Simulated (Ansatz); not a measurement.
**Worked example: SiH3(GeH3) + SiH(SiH3)2F → SiH2(GeH3)(SiH3) + SiH2(SiH3)F**

Species: SiH3(GeH3), singlet; SiH(SiH3)2F, singlet; SiH2(GeH3)(SiH3), singlet; SiH2(SiH3)F, singlet. The partners trade H for SiH3; both sit on Si, so the bond types are kept.

Shapes, held fixed at every level: PBE0-D4/def2-TZVP. Programs: Ansatz 0.2.0. The zero-point and thermal change to 298 K, harmonic and unscaled (PBE0-D4/def2-TZVP), is +0.7 kJ/mol.

At CCSD(T)/def2-TZVPP; 1 Eh = 2625.50 kJ/mol:

```
         species   energy (Eh)
      SiH3(GeH3)  -2368.247189
     SiH(SiH3)2F   -971.151811
SiH2(GeH3)(SiH3)  -2658.504542
     SiH2(SiH3)F   -680.898264
```

Task: Work out ΔH(298 K) of the reaction at this level.

Result: 
1. Products less reactants: (-2658.504542) + (-680.898264) − [(-2368.247189) + (-971.151811)] = -0.003806 Eh = -10.0 kJ/mol.
2. With the thermal change: -10.0 + (+0.7) = -9.3 kJ/mol.

Other levels give -11.0 (MP2/def2-TZVPP) to -5.3 kJ/mol (SPW92/def2-TZVPP). No measured value is set beside it here. Relativity is left out for Ge. Outer-core shells of Ge are correlated in most correlated rows, in sets that cover them unevenly.
